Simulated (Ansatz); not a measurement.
Reaction (substitution at a C–C bond): `C[CH](C)[Mg][F]` + `CC[SiH2]S` → `CC[SiH2]SC` + `C[CH2][Mg][F]`

Program: Ansatz. Geometries: PBE0-D4/def2-TZVP. ΔE: electronic, gas phase. CCSD(T)/CBS adds triple-zeta CCSD(T) − MP2 to the extrapolated MP2 energy (def2 sets, frozen cores). Functionals use def2-TZVPP. For Mg outer-core shells are correlated without core-valence functions, which leaves a few kJ/mol of doubt a bond. One conformer a species, not always the lowest.

```
         level  ΔE (kJ/mol)
        B2PLYP          1.2
CCSD/CBS(def2)          1.7
```

What does CCSD(T)/CBS give? (An estimate is asked.)

The calculation gave: +1.0 kJ/mol. The listed levels differ from it by 0.2, 0.7 kJ/mol.

Largest T1 diagnostic among the species: 0.010.

The D4 term adds −3.7 kJ/mol with B3LYP and −2.2 kJ/mol with PBE0; it sums over pairs of atoms, weighted by their polarisabilities, and B3LYP, whose exchange is more repulsive, gets the larger term.

B3LYP here is the variant with VWN-RPA as its local correlation; programs differ in this.
